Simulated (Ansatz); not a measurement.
C₂HCl₅ (`ClC(Cl)C(Cl)(Cl)Cl`), 8 atoms. Total charge 0; spin multiplicity 1. Hardware: A = 2 threads of an AMD EPYC 7R13 on a shared host; B = 2 threads of an AMD EPYC 7R13 on a shared host and a share of an NVIDIA H100 80 GB. Correlated methods freeze the cores. Open-shell runs search over several starts.

Give the basis size and wall time and peak host memory of each of these runs in Ansatz. RKS revPBE-D4/def2-TZVPP energy [B]; UKS ωB97X-V/def2-TZVPP energy of the cation [B]; RHF-CCSD(T)/cc-pV(D+d)Z energy [B]; RKS PBE0-D4/def2-SVP energy [A]; RHF-CCSD(T)/def2-SVP energy [B]; RKS ωB97M-V/def2-QZVPP energy [B]; RHF-CCSD(T)/cc-pV(T+d)Z energy [B]; UKS PBE-D4/def2-TZVPP energy of the cation [B]; UHF-CCSD(T)/def2-TZVPP energy of the cation [B]; RKS PBE0-D4/def2-TZVP relaxation (6 steps) [B]; RHF-MP2/def2-QZVPP energy [B]; RKS ωB97M-V/def2-SVP energy [A]. (An estimate is asked.)

The calculation gave: Other jobs shared the machine, so times are rough.

```
                   level                       job  functions  wall time  peak host memory (GiB)
    RKS PBE0-D4/def2-SVP                energy [A]        123      3.3 s                    0.33
      RHF-MP2/def2-QZVPP                energy [B]        494        6 s                     1.1
    RHF-CCSD(T)/def2-SVP                energy [B]        123      6.5 s                    0.76
 RHF-CCSD(T)/cc-pV(T+d)Z                energy [B]        269      6.5 s                    0.82
 RHF-CCSD(T)/cc-pV(D+d)Z                energy [B]        148      6.5 s                    0.76
RKS revPBE-D4/def2-TZVPP                energy [B]        286      6.5 s                     0.8
  RKS ωB97M-V/def2-QZVPP                energy [B]        494      8.5 s                     1.1
    RKS ωB97M-V/def2-SVP                energy [A]        123       12 s                    0.47
  UKS ωB97X-V/def2-TZVPP  energy of the cation [B]        286       15 s                     1.1
   UKS PBE-D4/def2-TZVPP  energy of the cation [B]        286       15 s                    0.91
   RKS PBE0-D4/def2-TZVP  relaxation (6 steps) [B]        253       19 s                    0.92
  UHF-CCSD(T)/def2-TZVPP  energy of the cation [B]        286       82 s                    0.88
```
